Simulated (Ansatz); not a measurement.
CoIO5H10³⁺, that is [CoI(H2O)5]2+ with one electron fewer. Charge 3, multiplicity 2. Geometry r2SCAN-D4/def2-SVP, that of the charge +2 singlet; atoms count from 1.

| atom | x (Å) | y (Å) | z (Å) |
| --- | --- | --- | --- |
| Co1 | 0.017 | -0.230 | 0.038 |
| I2 | 0.213 | -2.708 | 0.429 |
| O3 | -0.114 | 1.771 | -0.292 |
| H4 | -0.005 | 2.473 | 0.372 |
| H5 | -0.409 | 2.191 | -1.118 |
| O6 | 0.509 | 0.195 | 1.849 |
| H7 | 1.469 | 0.346 | 1.959 |
| H8 | 0.274 | -0.462 | 2.536 |
| O9 | -0.494 | -0.463 | -1.803 |
| H10 | -1.461 | -0.540 | -1.930 |
| H11 | -0.112 | -1.229 | -2.277 |
| O12 | -1.853 | -0.268 | 0.480 |
| H13 | -2.236 | 0.490 | 0.963 |
| H14 | -2.235 | -1.088 | 0.852 |
| O15 | 1.881 | -0.109 | -0.417 |
| H16 | 2.407 | -0.922 | -0.557 |
| H17 | 2.151 | 0.552 | -1.082 |

In the def2 sets I takes a core potential; there is no spin–orbit coupling.

Estimate the Mulliken populations from the PBE0/def2-TZVP orbitals of Ansatz.


```csv
atom,charge (e),spin (α − β),d electrons
Co1,0.24,-0.13,7.54
I2,0.70,1.08,–
O3,-0.55,0.00,–
H4,0.43,0.00,–
H5,0.43,0.00,–
O6,-0.41,0.02,–
H7,0.44,0.00,–
H8,0.42,0.00,–
O9,-0.41,0.02,–
H10,0.44,0.00,–
H11,0.43,0.00,–
O12,-0.45,0.01,–
H13,0.44,0.00,–
H14,0.43,0.00,–
O15,-0.45,0.01,–
H16,0.43,0.00,–
H17,0.44,0.00,–
```
Mulliken values depend strongly on the basis.

Where does the spin sit?

Summed by element: Co -0.13, I 1.08, O 0.06, H -0.01, of 1 unpaired in all. Largest on single atoms: I2 1.08, Co1 -0.13, O9 0.02.

And the Mayer bond orders between heavy atoms (over 0.3)?

Co1–I2 0.99 (2.52 Å); Co1–O3 0.49 (2.03 Å); Co1–O6 0.63 (1.92 Å); Co1–O9 0.63 (1.92 Å); Co1–O12 0.61 (1.92 Å); Co1–O15 0.61 (1.92 Å).
